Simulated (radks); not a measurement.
Task: The mean radii <r> (bohr) of the occupied orbitals of an atom or ion are listed with their occupations. All-electron calculation, scalar-relativistic Kohn-Sham, RPBE, spin-polarised, spherical densities, finite nucleus; Fermi nuclear charge, rms radius of each element as measured or else 0.836 A^(1/3) + 0.57 fm. Program: a radial shooting solver on a logarithmic mesh with Libxc functionals.

| orbital | occ. | <r> |
|---|---|---|
| 1s down | 1 | 0.01715 |
| 1s up | 1 | 0.01715 |
| 2s up | 1 | 0.07236 |
| 2s down | 1 | 0.07236 |
| 2p up | 3 | 0.06523 |
| 2p down | 3 | 0.06523 |
| 3s up | 1 | 0.1871 |
| 3s down | 1 | 0.1871 |
| 3p up | 3 | 0.1882 |
| 3p down | 3 | 0.1882 |
| 3d up | 5 | 0.1704 |
| 3d down | 5 | 0.1704 |
| 4s up | 1 | 0.4151 |
| 4s down | 1 | 0.4151 |
| 4p up | 3 | 0.4419 |
| 4p down | 3 | 0.4419 |
| 4d up | 5 | 0.4682 |
| 4d down | 5 | 0.4681 |
| 5s up | 1 | 0.9542 |
| 5s down | 1 | 0.9530 |
| 4f up | 7 | 0.5164 |
| 4f down | 7 | 0.5160 |
| 5p up | 3 | 1.106 |
| 5p down | 3 | 1.105 |
| 5d up | 5 | 1.641 |
| 5d down | 4 | 1.651 |
| 6d up | 1 | 10.09 |

Name the element and its charge. Open shells, if any, are filled with parallel spins first.

Result: Z = 78, platinum, charge 0: Pt in [Xe] 4f14 5d9 6d1. The 1s radius gives Z: for a bare nucleus <r> = (2 gamma + 1)/(2Z) with gamma = sqrt(1 - (Z/c)^2), 0.01695 bohr for Z = 78, and screening makes it slightly larger (0.01715 here). The occupations add up to 78, and the charge is Z minus that.
